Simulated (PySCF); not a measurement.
PySCF input (MN15/def2-TZVPD):

```python
from pyscf import gto, scf, dft

mol = gto.M(
    atom='''
    B    -0.85573650   -0.00493450   -0.02237294
    N     0.51584742   -0.10079013    0.00863416
    H    -1.47797506    1.01043132    0.00900960
    H     1.13550828    0.69831676    0.06203764
    H     1.01021735   -0.97854462   -0.01962167
    ''',
    basis='def2-tzvpd',
    charge=0,
    spin=1,
    verbose=4,
)

mf = dft.UKS(mol, xc='mn15').density_fit(auxbasis='def2-universal-jkfit')
mf.grids.level = 4
mf.conv_tol = 1e-9
mf.max_cycle = 100
mf.max_memory = 1500
mf.kernel()
if not mf.converged:
    mf = mf.newton()
    mf.kernel(mf.make_rdm1())
for _ in range(2):
    mo, _, stable, _ = mf.stability(return_status=True)
    if stable:
        break
    mf.kernel(mf.make_rdm1(mo, mf.mo_occ))
mf.analyze()
```

End of the output:

```
Extra cycle  E= -81.2963481517305  delta_E= -4.95e-12  |g|= 8.42e-07  |ddm|= 9.19e-06
converged SCF energy = -81.2963481517305  <S^2> = 0.75442627  2S+1 = 2.0044214
uhf_internal: lowest eigs of H = [0.21883202 0.31702702 0.38176003]
<class 'pyscf.df.df_jk.DFUKS'> wavefunction is stable in the internal stability analysis
**** SCF Summaries ****
Total Energy =                         -81.296348151730470
Nuclear Repulsion Energy =              27.835290020859034
One-electron Energy =                 -163.768216755263552
Two-electron Energy =                   54.636578582674048
Two-electron Coulomb Energy =           66.594852492423044
DFT Exchange-Correlation Energy =      -11.958273909748996
HOMO-LUMO gap [eV] =                     5.684589830869025
**** MO energy ****
                             alpha | beta                alpha | beta
MO #1   energy= -14.1084890662191  | -14.1090856657504  occ= 1 | 1
MO #2   energy= -6.70148454081851  | -6.69453997233791  occ= 1 | 1
MO #3   energy= -0.925256898683084 | -0.923848009454431 occ= 1 | 1
MO #4   energy= -0.573692767705454 | -0.566464311015164 occ= 1 | 1
MO #5   energy= -0.562485559115326 | -0.552918420208044 occ= 1 | 1
MO #6   energy= -0.431609840321398 | -0.414248022112972 occ= 1 | 1
MO #7   energy= -0.361204455776345 | -0.361435938735207 occ= 1 | 1
MO #8   energy= -0.207495875451924 | 0.00140894941406877 occ= 1 | 0
MO #9   energy= 0.0161445293126032 | 0.0407001898322478 occ= 0 | 0
MO #10  energy= 0.040026130039049  | 0.0488245678882512 occ= 0 | 0
MO #11  energy= 0.0766492900691809 | 0.0863490244437539 occ= 0 | 0
MO #12  energy= 0.0974316124188217 | 0.106941094002273  occ= 0 | 0
MO #13  energy= 0.137020839037963  | 0.149573238809551  occ= 0 | 0
MO #14  energy= 0.145344043426048  | 0.1585800268948    occ= 0 | 0
MO #15  energy= 0.154874319704323  | 0.164134794365563  occ= 0 | 0
MO #16  energy= 0.159856323440116  | 0.177019522424445  occ= 0 | 0
MO #17  energy= 0.161060012822547  | 0.182211659291599  occ= 0 | 0
MO #18  energy= 0.19948299808338   | 0.216920371358434  occ= 0 | 0
MO #19  energy= 0.207057734253354  | 0.229550257558778  occ= 0 | 0
MO #20  energy= 0.220180079048342  | 0.234482795055747  occ= 0 | 0
MO #21  energy= 0.227960980019643  | 0.267230744979417  occ= 0 | 0
MO #22  energy= 0.262952516764388  | 0.279726779063367  occ= 0 | 0
MO #23  energy= 0.276950155229239  | 0.287083683164272  occ= 0 | 0
MO #24  energy= 0.285632649988051  | 0.291644228823012  occ= 0 | 0
MO #25  energy= 0.286521195157123  | 0.292995591280748  occ= 0 | 0
MO #26  energy= 0.3096849145969    | 0.3195876164095    occ= 0 | 0
MO #27  energy= 0.335512050738329  | 0.342977432734488  occ= 0 | 0
MO #28  energy= 0.35217287138658   | 0.359036202203749  occ= 0 | 0
MO #29  energy= 0.37227436992908   | 0.379509332411759  occ= 0 | 0
MO #30  energy= 0.376484369907382  | 0.381451842098701  occ= 0 | 0
MO #31  energy= 0.39448771753683   | 0.402935185070847  occ= 0 | 0
MO #32  energy= 0.430440683744118  | 0.441447636586347  occ= 0 | 0
MO #33  energy= 0.448152214490937  | 0.451633184995286  occ= 0 | 0
MO #34  energy= 0.470255590477737  | 0.471050753808075  occ= 0 | 0
MO #35  energy= 0.477963136023488  | 0.493019076026258  occ= 0 | 0
MO #36  energy= 0.500972812464189  | 0.512574328832876  occ= 0 | 0
MO #37  energy= 0.523254406436239  | 0.524500141812973  occ= 0 | 0
MO #38  energy= 0.553139095220155  | 0.568282403388189  occ= 0 | 0
MO #39  energy= 0.606347611066616  | 0.604981357443744  occ= 0 | 0
MO #40  energy= 0.608986331958557  | 0.633614212919797  occ= 0 | 0
MO #41  energy= 0.652345780155123  | 0.670926535596802  occ= 0 | 0
MO #42  energy= 0.668608404379144  | 0.718863762436836  occ= 0 | 0
MO #43  energy= 0.721239093707975  | 0.743679407218798  occ= 0 | 0
MO #44  energy= 0.727489922408547  | 0.751283814618086  occ= 0 | 0
MO #45  energy= 0.756668260195871  | 0.764450013344222  occ= 0 | 0
MO #46  energy= 0.849593306468226  | 0.852550885357742  occ= 0 | 0
MO #47  energy= 0.88570596758511   | 0.916306659380242  occ= 0 | 0
MO #48  energy= 0.918524590698186  | 0.937526873852073  occ= 0 | 0
MO #49  energy= 0.931785850422215  | 0.94156506223067   occ= 0 | 0
MO #50  energy= 0.952949542828325  | 0.979462775339107  occ= 0 | 0
MO #51  energy= 1.08162374740334   | 1.11183106840183   occ= 0 | 0
MO #52  energy= 1.09040645341619   | 1.11750657521381   occ= 0 | 0
MO #53  energy= 1.19787010461822   | 1.27276115267759   occ= 0 | 0
MO #54  energy= 1.30221453188532   | 1.30054662832546   occ= 0 | 0
MO #55  energy= 1.34874556512502   | 1.35438718209652   occ= 0 | 0
MO #56  energy= 1.3811948905349    | 1.39071641409297   occ= 0 | 0
MO #57  energy= 1.39386562071411   | 1.4320018941568    occ= 0 | 0
MO #58  energy= 1.43284428562762   | 1.44533490911314   occ= 0 | 0
MO #59  energy= 1.5847395478053    | 1.59678985917028   occ= 0 | 0
MO #60  energy= 1.62191607239752   | 1.6363595928473    occ= 0 | 0
MO #61  energy= 1.65617206053818   | 1.72700050064008   occ= 0 | 0
MO #62  energy= 1.70053779419409   | 1.76631646767667   occ= 0 | 0
MO #63  energy= 1.82369561152473   | 1.85086063069394   occ= 0 | 0
MO #64  energy= 1.82962739789699   | 1.88301423033846   occ= 0 | 0
MO #65  energy= 1.84376981780578   | 1.92423499425881   occ= 0 | 0
MO #66  energy= 1.86752754013367   | 2.01522048205174   occ= 0 | 0
MO #67  energy= 1.8949357969496    | 2.03239224289538   occ= 0 | 0
MO #68  energy= 1.97470370402196   | 2.05007063306926   occ= 0 | 0
MO #69  energy= 2.02585905647651   | 2.0995365635169    occ= 0 | 0
MO #70  energy= 2.04356335017212   | 2.14151598589909   occ= 0 | 0
MO #71  energy= 2.07717681175872   | 2.17134524647082   occ= 0 | 0
MO #72  energy= 2.18363424051002   | 2.20460747396922   occ= 0 | 0
MO #73  energy= 2.20957901177016   | 2.23102393306537   occ= 0 | 0
MO #74  energy= 2.21583367464117   | 2.23332535450679   occ= 0 | 0
MO #75  energy= 2.40279199150305   | 2.47197330330234   occ= 0 | 0
MO #76  energy= 2.45400605798964   | 2.51321775187197   occ= 0 | 0
MO #77  energy= 2.5209980688107    | 2.54347774030912   occ= 0 | 0
MO #78  energy= 2.55611439957346   | 2.59450059705139   occ= 0 | 0
MO #79  energy= 2.67324732132789   | 2.70415721556045   occ= 0 | 0
MO #80  energy= 2.69985515099195   | 2.71880170815741   occ= 0 | 0
MO #81  energy= 2.79046803390517   | 2.79126819492654   occ= 0 | 0
MO #82  energy= 2.9032765320734    | 2.95137846574034   occ= 0 | 0
MO #83  energy= 2.95320878266042   | 3.00459067086869   occ= 0 | 0
MO #84  energy= 3.08142316030822   | 3.12263538866544   occ= 0 | 0
MO #85  energy= 3.21517421994196   | 3.18893578255713   occ= 0 | 0
MO #86  energy= 3.43211411394701   | 3.44934341597888   occ= 0 | 0
MO #87  energy= 3.51115125833173   | 3.53776466940671   occ= 0 | 0
MO #88  energy= 4.13565688181183   | 4.13289090979893   occ= 0 | 0
MO #89  energy= 4.30153150430279   | 4.30709224784675   occ= 0 | 0
MO #90  energy= 4.4543272996716    | 4.45045357669322   occ= 0 | 0
MO #91  energy= 4.56216914793563   | 4.55294905567523   occ= 0 | 0
MO #92  energy= 4.61636876957995   | 4.61125878780636   occ= 0 | 0
MO #93  energy= 4.68460358497816   | 4.70293365218091   occ= 0 | 0
MO #94  energy= 4.75594955535254   | 4.75495565820033   occ= 0 | 0
MO #95  energy= 4.78499614934026   | 4.78165967020126   occ= 0 | 0
MO #96  energy= 4.85546011913329   | 4.86267859462012   occ= 0 | 0
MO #97  energy= 5.0132762663531    | 5.01343625928897   occ= 0 | 0
MO #98  energy= 5.17224551981353   | 5.17711889295466   occ= 0 | 0
MO #99  energy= 5.6453794420318    | 5.64199335272633   occ= 0 | 0
MO #100 energy= 13.9636537893451   | 14.0015886252067   occ= 0 | 0
MO #101 energy= 30.8083055322972   | 30.8061428895455   occ= 0 | 0

To work with the spin densities directly, `use mulliken_meta_spin()` only printing them here.

[...]
```

It need not be the lowest isomer of its formula.
